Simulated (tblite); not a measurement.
Isomers of C6H12ClFO. Method: GFN2-xTB as coded in tblite; computed harmonic values from a numerical Hessian at the method's own geometry, unscaled. Errors from tens to a few hundred cm⁻¹ against measured bands are possible. One conformer each.

Electronic energies: GFN2-xTB at the same geometries; isomer energies are rough at this level and their order can be wrong.

```json
{"SMILES": "CC[C@@H](COC)[C@@H](F)Cl", "electronic energy, lowest = 0 (kcal/mol)": "0.3"}
{"SMILES": "CO[C@](C)(CF)CCCl", "electronic energy, lowest = 0 (kcal/mol)": "0.3"}
{"SMILES": "CC[C@@H](COC)[C@H](F)Cl", "electronic energy, lowest = 0 (kcal/mol)": "0.0"}
```

Question: How do GFN2-xTB zero-point energies change the relative energies?

Answer: 
```tsv
SMILES	ZPE (kcal/mol)	of it from modes above 1550 cm⁻¹	electronic (kcal/mol)	with ZPE, lowest = 0 (kcal/mol)	lowest mode (cm⁻¹)	rings
CC[C@@H](COC)[C@H](F)Cl	108.1	50.9	0.0	0.0	43	0
CO[C@](C)(CF)CCCl	108.0	51.5	0.3	0.1	63	0
CC[C@@H](COC)[C@@H](F)Cl	108.1	50.9	0.3	0.3	54	0
```

The zero-point energies span 0.1 kcal/mol, from `CO[C@](C)(CF)CCCl` to `CC[C@@H](COC)[C@H](F)Cl`. The order is unchanged.

Question: What do entropy and thermal enthalpy add at 298.15 K and 1 bar (rigid rotor, harmonic oscillator, one conformer each)?

Answer: 
```
                  SMILES  point group  symmetry number  S (cal/(mol K))  H − H(0) (kcal/mol)  ZPE + H − H(0) − TS (kcal/mol)
 CC[C@@H](COC)[C@H](F)Cl           C1                1            106.6                 7.71                            84.1
       CO[C@](C)(CF)CCCl           C1                1            105.4                 7.69                            84.3
CC[C@@H](COC)[C@@H](F)Cl           C1                1            106.7                 7.73                            84.0
```
